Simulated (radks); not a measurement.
Task: Neutral titanium, 22 electrons, occupied as [Ar] 3d2 4f2 (not the ground configuration). All-electron calculation, scalar-relativistic Kohn-Sham, exchange-only B88, spin-polarised, spherical densities, finite nucleus; open shells are filled with parallel spins first; Fermi nuclear charge, rms radius 3.5921 fm. Program: a radial shooting solver on a logarithmic mesh with Libxc functionals. Some entries of the table are withheld. Estimate them.

orbital  occ.  eigenvalue (hartree)  <r> (bohr)  r(max) (bohr)
1s down     1             -179.3396     0.06959        0.04555
1s up       1             -179.3389     0.06959        0.04555
2s up       1             -20.06875      0.3252         0.2689
2s down     1             -20.04587      0.3249         0.2688
2p up       3             -16.66846      0.2900            (1)
2p down     3             -16.65090      0.2897            (2)
3s up       1              -2.66113       1.007            (3)
3s down     1              -2.58343       1.007            (4)
3p up       3              -1.78969       1.085         0.9013
3p down     3              -1.71193       1.084         0.9008
3d up       2                   (5)       1.442         0.9722
4f up       2              -0.01968       10.60          9.086

Result: 
(1) 2p up r(max) (bohr): 0.2194
(2) 2p down r(max) (bohr): 0.2193
(3) 3s up r(max) (bohr): 0.8692
(4) 3s down r(max) (bohr): 0.8689
(5) 3d up eigenvalue (hartree): -0.50538
